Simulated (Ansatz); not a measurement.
Geometry optimisation, Ansatz, RKS PBE0/def2-SVP.

The input (input.yaml):

```yaml
crystal:
  periodic: [false, false, false]
  atoms:
    - { symbol: W, position_ang: [-0.338456, 0.071436, -0.547294] }
    - { symbol: F, position_ang: [0.884811, -0.102725, 2.230443] }
    - { symbol: H, position_ang: [1.591259, -0.12858, 1.634223] }
    - { symbol: H, position_ang: [0.43973, 1.55591, -0.273345] }
    - { symbol: H, position_ang: [-1.727802, -0.037377, 0.41624] }
    - { symbol: H, position_ang: [0.785005, -1.194275, -0.326509] }
    - { symbol: H, position_ang: [-0.694947, -0.16439, -2.194257] }
basis:
  gaussian: { orbitals: def2-SVP }
hamiltonian:
  xc: pbe0
relax:
  f_tol: 0.03
  max_steps: 50
```

Launched with:

```bash
$ ansatz run input.yaml --threads 1 --pin off --max-ram 2048MiB --backend cpu --events-out ev --progress --plain --runs-dir out
```

Problem. Where does it end, and by what steps?

Solution. The run converged. The force dipped under the threshold on the way, but the program's further checks kept it going. After 11 steps the energy has fallen by 0.263 eV; F2 moved furthest, 0.57 Å. Joined: W1–F2 (3.04 → 2.33 Å).

```csv
step,energy less start (eV),largest force component (eV/Å),accepted
0,0.0000,0.315,yes
1,-0.0779,0.893,yes
2,-0.1547,1.079,yes
3,-0.1882,1.546,yes
4,-0.1368,2.487,no
5,-0.2385,1.128,yes
6,-0.2551,0.289,yes
7,-0.2602,0.058,yes
8,-0.2622,0.024,yes
9,-0.2624,0.047,yes
10,-0.2620,0.050,no
11,-0.2627,0.021,yes
```

```xyz
7
Properties=species:S:1:pos:R:3
W -0.297 0.146 -0.346
F 0.676 -0.278 1.734
H 1.494 0.148 1.609
H 0.598 1.597 -0.159
H -1.710 -0.027 0.592
H 0.664 -1.241 -0.521
H -0.484 -0.345 -1.970
```

Whether the end is a true minimum wasn't checked by a vibrational analysis.

Run time: 38 s on 1 thread of Arm Neoverse V1, on a shared host, peak memory 0.12 GiB.
